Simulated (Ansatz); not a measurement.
Relaxation of AlClH4OSi (8 atoms, charge 0, multiplicity 1), to a largest force component of 0.03 eV/Å in at most 50 steps.

The calculation used RKS revPBE-D4/def2-SVPD (Ansatz).

```xyz
8
Properties=species:S:1:pos:R:3
Al 0.033 0.533 -0.954
Cl 1.804 -0.318 1.864
H 2.121 0.494 0.847
O -1.430 -0.408 -0.880
Si -2.813 -1.358 -0.793
H -2.592 -2.535 0.118
H -3.951 -0.527 -0.268
H -3.178 -1.842 -2.170
```

Where does it end, and by what steps?

It converged. The force dipped under the threshold on the way, but the program's further checks kept it going. After 22 steps the energy has fallen by 0.118 eV; Cl2 moved furthest, 1.91 Å.

| step | energy less start (eV) | largest force component (eV/Å) | accepted |
| --- | --- | --- | --- |
| 0 | 0.0000 | 0.586 | yes |
| 1 | -0.0058 | 0.887 | yes |
| 2 | -0.0304 | 0.402 | yes |
| 3 | -0.0314 | 0.791 | yes |
| 4 | -0.0507 | 0.121 | yes |
| 5 | -0.0594 | 0.106 | yes |
| 6 | -0.0639 | 0.245 | yes |
| 7 | -0.0716 | 0.262 | yes |
| 8 | -0.0797 | 0.181 | yes |
| 9 | -0.0759 | 0.453 | no |
| 10 | -0.0858 | 0.015 | yes |
| 11 | -0.0890 | 0.062 | yes |
| 12 | -0.0930 | 0.165 | yes |
| 13 | -0.0969 | 0.241 | yes |
| 14 | -0.1019 | 0.272 | yes |
| 15 | -0.1067 | 0.243 | yes |
| 16 | -0.1097 | 0.353 | yes |
| 17 | -0.1132 | 0.125 | yes |
| 18 | -0.1161 | 0.049 | yes |
| 19 | -0.1167 | 0.091 | yes |
| 20 | -0.1170 | 0.077 | yes |
| 21 | -0.1173 | 0.107 | yes |
| 22 | -0.1176 | 0.002 | yes |

```xyz
8
Properties=species:S:1:pos:R:3
Al -0.073 -0.324 0.168
Cl 3.293 0.816 1.505
H 2.115 0.419 1.035
O -1.607 -0.859 -0.428
Si -3.101 -1.386 -1.002
H -3.436 -2.713 -0.380
H -4.158 -0.381 -0.640
H -3.039 -1.533 -2.496
```

Whether the end is a true minimum wasn't checked by a vibrational analysis.

Run time: 35 s on 4 threads of Arm Neoverse V1, on a shared host, peak memory 0.18 GiB.
